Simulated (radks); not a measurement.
Dipole-allowed excitations along the series with 29 electrons in [Ar] 3d10 4s1. Calculated with a radial shooting solver on a logarithmic mesh with Libxc functionals: scalar-relativistic Kohn-Sham, LB94 model potential, spin-polarised, spherical densities, finite nucleus; open shells are filled with parallel spins first; Fermi nuclear charge, rms radius of each element as measured or else 0.836 A^(1/3) + 0.57 fm. Time-dependent linear response with the Hartree and adiabatic LDA kernel, continuum included through the Sternheimer equations, no spin-orbit coupling, so fine structure and intercombination lines are absent. Lines are the poles of the dipole polarisability below minus the highest occupied eigenvalue, found on a grid refined at the orbital gaps; the lowest seven at most are given, and weak or close lines can be missed. The first line takes the name of the lowest orbital gap if no other gap lies below it; otherwise a line is named after a gap within 0.6 % of it, if that gap stands alone.

| species | -e(HOMO) (eV) | lowest orbital gap (eV) | first line (eV) | f | static alpha (bohr^3) | measured (eV) |
|---|---|---|---|---|---|---|
| Cu | 9.082 | 4s-4p 4.798 | 4.955 (4s-4p) | 0.617 | 29.20 | 4s-4p 3.806 |
| Zn+ | 20.004 | 4s-4p 6.961 | 7.388 (4s-4p) | 0.752 | 13.55 | 4s-4p 6.083 |
| Ga2+ | 33.318 | 4s-4p 9.005 | 9.625 (4s-4p) | 0.782 | 7.886 | - |
| Ge3+ | 48.790 | 4s-4p 11.010 | 11.787 (4s-4p) | 0.785 | 5.144 | - |
| As4+ | 66.300 | 4s-4p 13.001 | 13.919 (4s-4p) | 0.778 | 3.597 | - |
| Se5+ | 85.777 | 4s-4p 14.994 | 16.043 (4s-4p) | 0.766 | 2.638 | - |

Measured values: term averages from the NIST Handbook of Basic Atomic Spectroscopic Data.
